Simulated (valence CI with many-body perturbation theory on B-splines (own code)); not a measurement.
# Si7+: calculated level list

Computed by relativistic CI+MBPT: five valence electrons over a frozen Dirac-Fock core [He], radial functions for each j: 11 s, 11 p, 10 d, 8 f, 5 g, 2 h, with the one-electron correlation potential Σ1 (screened to all orders), the two-electron term Σ2, the three-electron term Σ3, Breit, model QED; selected single and double excitations, second order for the rest, scaled by the run's own slope (own B-spline code, finite nucleus).

No measured spectrum was set against this ion. As an estimate, levels hold to about 100 cm⁻¹ or 0.05 % of their energy and the worst to 300 or 400 cm⁻¹, as in measured light ions of charge 2 to 7. Among the levels kept, up to 5700 cm⁻¹ of a level comes from second order outside the variational space, and about a tenth of that is noise between levels of different J, which matters for small intervals.

Levels 181 to 192 of 192, with energies above the lowest level, 2s²2p³ ⁴S°_3/2. "Leading %" is the weight of the configuration and term that name the level; weights of strongly mixed levels are sums over their largest components and can fall short. In the jj column 3d3/2^4 stands for four electrons in 3d with j = 3/2. Lifetimes count E1, E2, E3, M1 and M2 decay at the calculated energies, and are blank where another channel may lead or the interval is too uncertain; long ones can be off by a factor of two.

```
No.  Configuration  Term    J  E (cm⁻¹)  Leading %  Lifetime                     Leading jj      g
181        2s2p³3d   ⁴F°  3/2   1961300         92    329 ps  2s 2p1/2 2p3/2^2 3d3/2 (68 %)  0.408
182       2s²2p²4s    ²D  5/2   1962600         58   8.82 ps     2s^2 2p1/2 2p3/2 4s (35 %)  1.201
183       2s²2p²4s    ²D  3/2   1962700         57   8.81 ps     2s^2 2p1/2 2p3/2 4s (35 %)  0.812
184       2s²2p²4p   ²D°  5/2   1964600         84   29.6 ps      2s^2 2p3/2^2 4p3/2 (35 %)  1.211
185        2s2p³3p    ²F  5/2   1965000         97   12.4 ps  2s 2p1/2 2p3/2^2 3p1/2 (58 %)  0.857
186        2s2p³3p    ²F  7/2   1966000         97   12.5 ps  2s 2p1/2 2p3/2^2 3p3/2 (76 %)  1.143
187       2s²2p²4p   ⁴S°  3/2   1966200         82   18.4 ps  2s^2 2p1/2 2p3/2 4p3/2 (27 %)  1.962
188        2s2p³3p    ⁴P  1/2   1966900         91   8.40 ps  2s 2p1/2 2p3/2^2 3p1/2 (42 %)  2.642
189        2s2p³3p    ⁴P  3/2   1967300         89   8.46 ps  2s 2p1/2 2p3/2^2 3p3/2 (29 %)  1.722
190        2s2p³3p    ⁴P  5/2   1967700         91   8.41 ps  2s 2p1/2 2p3/2^2 3p3/2 (50 %)  1.599
191        2s2p³3d   ⁴P°  1/2   1969200         68   9.15 ps  2s 2p1/2^2 2p3/2 3d3/2 (33 %)  2.215
192       2s²2p²4p   ²P°  1/2   1970000         64   15.6 ps      2s^2 2p3/2^2 4p3/2 (31 %)  1.138
```

Names give the largest LS component (configuration and term), which can be under half, so a name can repeat, a term be missing and a line seem to break the LS rules; names also repeat where a configuration has a term twice.

Where two levels of one J and parity lie close, their mixing, g and order are uncertain.
